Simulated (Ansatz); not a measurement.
`C#C[SiH2][AlH][Cl]` + H₂ → `C#C[SiH3]` + `[AlH2][Cl]` at 500 K and 1 bar (hydrogenolysis of the Si–Al bond).

Isolated molecules relaxed with PBE0-D4/def2-TZVP in Ansatz; ΔE leaves out vibrations. CCSD(T)/CBS is the MP2 limit (def2-TZVPP, def2-QZVPP) plus CCSD(T) − MP2 in def2-TZVPP, frozen cores. This one scheme is used for every species. Each species was taken in one conformer, which may not be the lowest.

```tsv
species	CCSD(T)/CBS energy (Eh)	H − E (kJ/mol)	S (J/(mol·K))
`C#C[SiH2][AlH][Cl]`	-1069.38528	167.8	454.6
H₂	-1.17544	41.0	145.5
`C#C[SiH3]`	-367.52081	145.9	311.6
`[AlH2][Cl]`	-703.04476	61.1	282.3
```

H − E and S are ideal-gas, rigid-rotor, harmonic terms from PBE0-D4/def2-TZVP, for one conformer and one mirror image of each species. The MP2-based limit puts H₂ 0.8 mEh under its directly extrapolated value; such offsets cancel only in part. 1 Eh = 2625.50 kJ/mol, R = 8.31446 J/(mol·K).

**Question.** By hand: ΔE, ΔH, ΔS and ΔG.

**Answer.** ΔE = (-367.52081) + (-703.04476) − (-1069.38528) − (-1.17544) = -0.00485 Eh = -12.7 kJ/mol. Δ(H − E) = 145.9 + 61.1 − 167.8 − 41.0 = -1.8, so ΔH = -14.5 kJ/mol. ΔS = 311.6 + 282.3 − 454.6 − 145.5 = -6.2 J/(mol·K). ΔG = -14.5 − 500 × (-6.2)/1000 = -11.4 kJ/mol.

**Question.** By hand: the equilibrium constant, and the temperature at which ΔG would vanish if ΔH and ΔS stayed fixed.

**Answer.** log₁₀ K = −ΔG/(RT ln 10) = 1.2. ΔG = 0 at ΔH/ΔS = 2339 K, though so small a ΔS makes that figure unsure.

The number of gas molecules stays the same, so ΔS is small and ΔH decides. A doubt of 5 kJ/mol in ΔE shifts log₁₀ K by 0.5 here. Other conformers and mirror images would add mixing entropy, several J/(mol·K) or more a flexible species. Modes under 60 cm⁻¹, often nearly free rotors, make the harmonic entropy too high. These are equilibria of isolated gas molecules and say nothing of rates. Largest T1 diagnostic: 0.013 (customary marks: 0.02 for closed shells, 0.045 for open ones).
